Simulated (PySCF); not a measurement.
C₂H₉FSi₂, SMILES C[C@H]([SiH3])[SiH2]F.

Geometry optimised at PBE0-D3(BJ)/def2-SVP. The structure was generated by enumeration; whether it is a known compound was not checked. The values are those of a single conformer.

Level of theory: TDDFT-LC-ωPBE/def2-SVPD in PySCF.

Vertical excitations. 

```
state  energy (eV)  λ (nm)      f                                                                   main pairs
-----  -----------  ------  -----  ---------------------------------------------------------------------------
S1            7.78     159  0.007                                                               HOMO→LUMO 81 %
S2            8.34     149  0.007                                           HOMO−2→LUMO 68 %, HOMO−1→LUMO 14 %
S3            8.49     146  0.028                         HOMO→LUMO+1 52 %, HOMO→LUMO+2 20 %, HOMO−1→LUMO 12 %
S4            8.60     144  0.006                         HOMO−1→LUMO 49 %, HOMO→LUMO+1 16 %, HOMO−2→LUMO 10 %
S5            9.00     138  0.004                                       HOMO−1→LUMO+1 43 %, HOMO−1→LUMO+2 22 %
S6            9.06     137  0.001   HOMO−3→LUMO 30 %, HOMO−3→LUMO+2 19 %, HOMO−3→LUMO+1 7 %, HOMO−1→LUMO+1 6 %
S7            9.14     136  0.004       HOMO→LUMO+4 26 %, HOMO−3→LUMO 16 %, HOMO→LUMO+3 12 %, HOMO→LUMO+5 10 %
S8            9.24     134  0.020  HOMO→LUMO+5 11 %, HOMO−3→LUMO+2 11 %, HOMO−3→LUMO+1 10 %, HOMO−3→LUMO+6 6 %
S9            9.36     133  0.058      HOMO→LUMO+4 11 %, HOMO−3→LUMO+1 8 %, HOMO−3→LUMO+2 8 %, HOMO→LUMO+2 8 %
S10           9.45     131  0.095   HOMO→LUMO+2 16 %, HOMO−4→LUMO+2 11 %, HOMO−1→LUMO+1 11 %, HOMO→LUMO+1 10 %
T1            7.28     170      0                                                               HOMO→LUMO 78 %
T2            7.69     161      0                                                             HOMO−2→LUMO 70 %
T3            8.01     155      0                                           HOMO→LUMO+1 48 %, HOMO→LUMO+2 32 %
T4            8.13     153      0                                         HOMO−1→LUMO 55 %, HOMO−1→LUMO+2 12 %
```
Triplets are in the Tamm–Dancoff approximation, which puts them higher than full response would, so one can lie above its singlet here.
